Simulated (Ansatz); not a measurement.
SnBrH3 (SnH₃Br). Total charge 0; singlet. Geometry r2SCAN-D4/def2-TZVP, basis def2-TZVP, Ansatz.

Cartesian coordinates in Å:
```
Sn -0.022 -0.081 0.193
Br 0.241 0.876 -2.089
H 0.437 -1.714 0.083
H -1.661 0.105 0.604
H 1.006 0.814 1.209
```

```
run  HOMO (eV)  LUMO (eV)
  A      -7.22      -1.62
  B      -9.26      -0.29
  C     -11.06       1.75
  D      -8.16      -1.09
  E      -6.89      -1.92
  F      -7.90      -1.36
```

In the def2 sets Sn takes a core potential; there is no spin–orbit coupling. B3LYP takes the VWN-RPA correlation.

The runs used B3LYP, BHLYP, HF, PBE, PBE0, r2SCAN. Estimate which is which.

A r2SCAN (0 % exact exchange); B BHLYP (50 % exact exchange); C HF (100 % exact exchange); D PBE0 (25 % exact exchange); E PBE (0 % exact exchange); F B3LYP (20 % exact exchange). Exact exchange lowers occupied and raises empty levels; among semilocal functionals meta-GGAs tend to open the gap a little, and such runs are hard to tell apart. The gap grows from 4.98 eV (PBE) to 12.81 eV (HF).
